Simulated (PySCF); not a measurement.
Dipole moment and polarisability of `CC(=O)O[SiH2]F`

Species: C2H5FO2Si.
Atom-mapped SMILES: `[CH3:1][C:2](=[O:3])[O:4][SiH2:5][F:6]` (hydrogens: H7, H8, H9 on C1; H10, H11 on Si5)

Cartesian coordinates in Å at the GFN2-xTB level; atoms count from 1:
```xyz
11
C2H5FO2Si angstrom
C     -1.9314   -0.2181    0.2288
C     -0.5762   -0.2938   -0.4096
O     -0.3347   -0.7693   -1.4841
O      0.3737    0.2379    0.3598
Si     1.9726    0.3288   -0.0184
F      2.4943    1.0566    1.3060
H     -2.1748    0.8230    0.4291
H     -2.6768   -0.6595   -0.4253
H     -1.9085   -0.7441    1.1805
H      2.5732   -0.9874   -0.0623
H      2.1940    1.2284   -1.1304
```

Level: PBE0/def2-SVPD (PySCF), static field, nuclei fixed, core orbitals frozen in the response. The polarisability tensor in these axes (au):

```
x   62.98  2.76 -0.42
y    2.76 47.56  3.06
z   -0.42  3.06 52.13
```

**Question.** Diagonalise the tensor; give its mean and Δα, where Δα² is half the sum of the squared differences of the eigenvalues.

**Answer.** Principal values 45.62, 53.59 and 63.46 au; mean 54.22 au = 8.03 Å³ = 8.94 × 10⁻⁴⁰ C²·m²/J; Δα = 15.47 au (29 % of the mean).

**Question.** What is the dipole moment, and where does it point?

**Answer.** (-0.95, 0.08, 0.51) D, 1.09 D in size, pointing from the negative to the positive side. Measured along this direction, the outermost atoms are H11 and H10 at the negative end and H9, H7 and H8 at the positive end.

**Question.** Rayleigh depolarisation ratio (linearly polarised light, static tensor)?

**Answer.** ρ = 3Δα²/(45ᾱ² + 4Δα²) = 718.3/(132299 + 957.8) = 0.00539.

**Question.** Find the Langevin capture rate constant for NH4+ (18.034 u) meeting this molecule (108.004 u), k = 2.342 × 10⁻⁹ cm³/s × √(α in Å³ / reduced mass in u).

**Answer.** The reduced mass is 15.45 u, so k = 1.69 × 10⁻⁹ cm³/s. The formula leaves out the permanent dipole, which adds to the capture rate.

**Question.** In TDDFT the mean static polarisability is Σ f/ω² over all singlet excitations (ω in hartree). How much of it do the 6 lowest give? Their energies (eV) and oscillator strengths: 5.85, 0.0007; 7.42, 0.0240; 7.64, 0.0085; 8.23, 0.0018; 8.24, 0.1321; 8.37, 0.0008.

**Answer.** They add up to 1.91 au, 3.5 % of the 54.22 au; the largest single term is 1.44 au, from the state at 8.24 eV. Terms in order: 0.02, 0.32, 0.11, 0.02, 1.44, 0.01 au. Higher excitations give the rest. The strengths listed sum to 0.168.

**Question.** Estimate the molar refractivity from the static electronic polarisability.

**Answer.** Lorentz–Lorenz: R = (4π/3)N_A α = 2.5225 cm³/(mol·Å³) × 8.03 Å³ = 20.3 cm³/mol, in the limit of long wavelengths.

One conformer (not necessarily the lowest) at the GFN2-xTB geometry, without solvent, vibrations or thermal averaging.

These values come from a run that also computed excited states. Hardware: Arm Neoverse V1, one thread, shared host with 32 logical CPUs at a one-minute load of 10. Cost: 16 s of wall time, 0.72 GiB resident at most.
